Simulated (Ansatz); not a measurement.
A structure drawn as `O[B]Br`, with this starting geometry:

```xyz
4

O     0.5916   -0.6452    0.4997
B     0.3078    0.6836    0.0291
Br   -0.7057    0.8692   -1.6511
H    -0.1936   -0.9076    1.1223
```

Total charge 0; spin multiplicity 2.

**Question.** Does it keep its bonds when Ansatz relaxes it at PBE-D4/def2-SVP and then PBE0-D4/def2-TZVP?

**Answer.** Yes, every drawn bond is still there and no new one forms.

**Question.** Give the relaxed structure. (Estimate.)

**Answer.** Computed: 
Z-matrix (Å, degrees):
```
O
B 1 1.331
H 1 0.962 2 113.8
Br 2 1.907 1 122.3 3 -180.0
```
All modes are real.

Atoms count as bonded under 1.1 times the sum of their covalent radii (H–H under 0.85 Å, pairs among N, O and F under 1.55 Å), and a drawn bond as lost past 1.3 times.
